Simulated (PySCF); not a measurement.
ClHOZn.

```xyz
4

Zn     0.0071     0.3436     0.0000
Cl    -0.0006    -1.7546     0.0000
O     -0.1160     2.1166     0.0000
H      0.7240     2.5857     0.0000
```

Geometry: B3LYP-D3(BJ)/def2-TZVP. Other conformers were not sampled.

Computed with PBE0/pcSseg-2 run with PySCF. Non-relativistic, no solvent.

Computed absolute GIAO shielding of each atom: isotropic value and principal components (ppm):
```tsv
atom	σ(iso)	σ11	σ22	σ33	span
Zn1	1669.6	1246.1	1249.2	2513.4	1267.3
Cl2	1060.7	1008.4	1020.5	1153.2	144.9
O3	327.7	300.3	318.8	363.9	63.6
H4	30.5	21.2	24.0	46.4	25.2
```
